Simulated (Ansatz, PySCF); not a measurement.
Br₂Mg, SMILES [Br][Mg-][Br], charge -1, multiplicity 2. Atoms are numbered in the order given.

```xyz
3

Mg     0.0000     0.0000    -1.0489
Br     0.0000     2.1868     0.2361
Br     0.0000    -2.1868     0.2361
```
Charge -1, spin multiplicity 2.

Geometry: B3LYP-D3(BJ)/def2-SVPD.

Two levels are set side by side: PBE-D3(BJ)/def2-SVPD (Ansatz, a first-principles code) and B3LYP-D3(BJ)/def2-SVPD (Ansatz). Each level has its own optimised geometry; the coordinates shown are those of the second. Frequencies come from the Hessian of PySCF at each geometry. Differences are taken from unrounded values.

```json
[
 {"quantity": "mean bond length (Å)", "B3LYP-D3(BJ)": "2.536"},
 {"quantity": "bond Mg1–Br2 (Å)", "B3LYP-D3(BJ)": "2.536"},
 {"quantity": "bond Mg1–Br3 (Å)", "B3LYP-D3(BJ)": "2.536"},
 {"quantity": "highest harmonic wavenumber (cm⁻¹)", "B3LYP-D3(BJ)": "305"},
 {"quantity": "mean harmonic wavenumber (cm⁻¹)", "B3LYP-D3(BJ)": "199"},
 {"quantity": "zero-point energy (kcal/mol)", "B3LYP-D3(BJ)": "0.85"}
]
```

**Question.** What does PBE-D3(BJ) give, and how far is it from B3LYP-D3(BJ)? (The exact figures need the calculation; the answer reports its results.)

**Answer.** 
```json
[
 {"quantity": "mean bond length (Å)", "PBE-D3(BJ)": "2.540", "PBE-D3(BJ) minus B3LYP-D3(BJ)": "0.004"},
 {"quantity": "bond Mg1–Br2 (Å)", "PBE-D3(BJ)": "2.540", "PBE-D3(BJ) minus B3LYP-D3(BJ)": "0.004"},
 {"quantity": "bond Mg1–Br3 (Å)", "PBE-D3(BJ)": "2.540", "PBE-D3(BJ) minus B3LYP-D3(BJ)": "0.004"},
 {"quantity": "highest harmonic wavenumber (cm⁻¹)", "PBE-D3(BJ)": "306", "PBE-D3(BJ) minus B3LYP-D3(BJ)": "1"},
 {"quantity": "mean harmonic wavenumber (cm⁻¹)", "PBE-D3(BJ)": "196", "PBE-D3(BJ) minus B3LYP-D3(BJ)": "-2"},
 {"quantity": "zero-point energy (kcal/mol)", "PBE-D3(BJ)": "0.84", "PBE-D3(BJ) minus B3LYP-D3(BJ)": "-0.01"}
]
```

On these quantities the two levels nearly agree.
